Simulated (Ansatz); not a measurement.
Cost and result for the atomization energy of `O[SiH](F)[SiH2]` radical (8 atoms, 7 bonds).

Z-matrix (Å, degrees):
```
Si
F 1 1.601
Si 1 2.333 2 105.6
O 1 1.636 2 110.0 3 124.5
H 1 1.478 2 108.1 3 -121.4
H 3 1.489 1 115.0 2 50.4
H 3 1.488 1 114.6 2 179.7
H 4 0.958 1 118.7 2 -72.4
```

Charge 0, multiplicity 2. All single points use the PBE0-D4/def2-TZVP geometry. It is one conformer, not always the lowest. Program: Ansatz. All runs use 4 threads of an Arm Neoverse V1 on a shared host. Times are those of one run each, without the atoms' runs, and a repeat can differ threefold. Electronic energies, without spin–orbit coupling; frozen cores. CCSD(T)/CBS adds CCSD(T) − MP2 in def2-TZVPP to the MP2 limit, and its time is that of the two runs behind it. T1 = 0.014; ⟨S²⟩ of the reference is 0.76.

CCSD(T)/CBS is a level of theory with its own doubt, some kJ/mol a heavy atom from the limit and from the frozen cores, so smaller differences don't rank the functionals.

```tsv
level	functions	wall time	atomization (kJ/mol)	difference from CCSD(T)/CBS	per bond
LDA (SPW92)/def2-TZVPP	202	1.4 s	3037.7	345.2	49.3
BLYP-D4/def2-TZVPP	202	2.4 s	2664.7	-27.8	-4.0
PBE-D4/def2-TZVPP (with forces)	202	2.6 s	2690.6	-1.9	-0.3
BHLYP-D4/def2-TZVPP	202	3.8 s	2597.1	-95.4	-13.6
CAM-B3LYP-D4/def2-TZVPP	202	4 s	2689.7	-2.8	-0.4
B2PLYP/def2-TZVPP	202	4.8 s	2643.6	-48.9	-7.0
CCSD(T)/def2-SVP	84	5.5 s	2446.7	-245.8	-35.1
r2SCAN-D4/def2-TZVPP (with forces)	202	6 s	2694.4	1.9	0.3
B97M-V/def2-TZVPP	202	9.5 s	2691.4	-1.1	-0.1
ωB97M-V/def2-TZVPP (with forces)	202	13 s	2676.6	-15.9	-2.3
MP2/def2-QZVPP	374	16 s	2706.5	14.0	2.0
CCSD(T)/def2-TZVPP	202	3.2 min	2608.5	-84.0	-12.0
CCSD(T)/CBS(def2)	–	3.4 min	2692.5	0.0	0.0
```

The D4 term adds +26.5 kJ/mol with B3LYP and +13.8 kJ/mol with PBE0; it sums over pairs of atoms, weighted by their polarisabilities, and B3LYP, whose exchange is more repulsive, gets the larger term. From r2SCAN to r2SCAN0 (25 % exact exchange), in def2-TZVPP and without D4, the atomization energy moves by −52.2 kJ/mol: exact exchange takes away binding that semilocal exchange gives to molecules. Leaving LDA and LC-ωPBE aside and taking each functional with its dispersion term where it has one, the values spread over 97.2 kJ/mol, from BHLYP-D4 to r2SCAN-D4. LDA lies +363.3 kJ/mol from PBE without D4, its usual overbinding.

B3LYP here is the variant with VWN-RPA as its local correlation; programs differ in this.
